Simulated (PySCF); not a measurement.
## LiSe⁺: from constants to spectrum

UHF-CCSD(T) constants of LiSe⁺, ³Σ⁻ (triplet), unpaired electrons π ↑↑ (basis Li def2-SVPD, Se def2-SVPD; no relativity; PySCF 2.14; masses 7.0160 and 79.9165 u):

| Quantity | Value |
| --- | --- |
| ωe | 296.4 cm⁻¹ |
| ωexe | 3.74 cm⁻¹ |
| Be | 0.37406 cm⁻¹ |
| αe | 0.00654 cm⁻¹ |
| D (centrifugal) | 2.38e-06 cm⁻¹ |
| De to Li⁺ + Se | 0.85 eV |

Question: Give the vibrational terms G(v) and spacings up to v = 6.

Answer: G(v) = ωe(v+½) − ωexe(v+½)².

```json
{"v": "0", "G(v) (cm⁻¹)": "147.3", "G(v) − G(v−1)": "", "Bv (cm⁻¹)": "0.3708"}
{"v": "1", "G(v) (cm⁻¹)": "436.2", "G(v) − G(v−1)": "288.9", "Bv (cm⁻¹)": "0.3643"}
{"v": "2", "G(v) (cm⁻¹)": "717.6", "G(v) − G(v−1)": "281.4", "Bv (cm⁻¹)": "0.3577"}
{"v": "3", "G(v) (cm⁻¹)": "991.6", "G(v) − G(v−1)": "274.0", "Bv (cm⁻¹)": "0.3512"}
{"v": "4", "G(v) (cm⁻¹)": "1258.1", "G(v) − G(v−1)": "266.5", "Bv (cm⁻¹)": "0.3446"}
{"v": "5", "G(v) (cm⁻¹)": "1517.1", "G(v) − G(v−1)": "259.0", "Bv (cm⁻¹)": "0.3381"}
{"v": "6", "G(v) (cm⁻¹)": "1768.6", "G(v) − G(v−1)": "251.5", "Bv (cm⁻¹)": "0.3316"}
```

Question: How well does the Morse estimate ωe²/(4ωexe) reproduce De, and what is D0?

Answer: It gives 0.73 eV, 86 % of the computed De. D0 = De − G(0) = 0.85 − 0.02 = 0.83 eV.

Correlated steps freeze 9 core orbitals. Correlated levels converge slowly with the basis: in double zeta they bind strong bonds too weakly, by up to about 1 eV, and carry superposition errors of some tenths. Spin–orbit coupling is left out. For an ion De counts to the pair picked by the measured ionisation energies or electron affinities, which need not be the lowest pair at this level. The state was picked by a PBE0 search and need not be the measured ground state.
